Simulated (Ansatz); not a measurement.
Diatomic BP-, multiplicity 2 (lowest of 2S+1 = 2, 4 at CCSD(T)/def2-TZVPP on PBE0 minima; our sources give no spin for the ground state, which may be another). The T1 diagnostic near the minimum is 0.082, so single-reference values are doubtful.

Seven points along R, fitted to fifth degree in 1/R; most abundant isotopes. In def2 and cc sets the state is the lowest found near the PBE0 minimum, followed along R.

Programs: Ansatz (a first-principles code). Values without a source in brackets are computed.

Energies at r2SCAN/def2-TZVPP:

```json
[
 {"R (Å)": "1.572655", "E (hartree)": "-366.09630605"},
 {"R (Å)": "1.614931", "E (hartree)": "-366.10304548"},
 {"R (Å)": "1.653825", "E (hartree)": "-366.10640862"},
 {"R (Å)": "1.697791", "E (hartree)": "-366.10750736"},
 {"R (Å)": "1.741758", "E (hartree)": "-366.10626278"},
 {"R (Å)": "1.792489", "E (hartree)": "-366.10251827"},
 {"R (Å)": "1.851675", "E (hartree)": "-366.09577368"}
]
```

Problem. With a reduced mass of 8.1223 u, find the minimum, the force constant and the constants.

Solution. A fifth-degree polynomial in 1/R puts the minimum at r_e = 1.6949 Å with force constant 535 N/m. Then ω_e = (1/2πc)√(k/μ) = 1057 cm⁻¹ and B_e = h/(8π²cμr_e²) = 0.7225 cm⁻¹; the cubic and quartic terms give α_e = 0.0052 and ω_e x_e = 5.5 cm⁻¹.
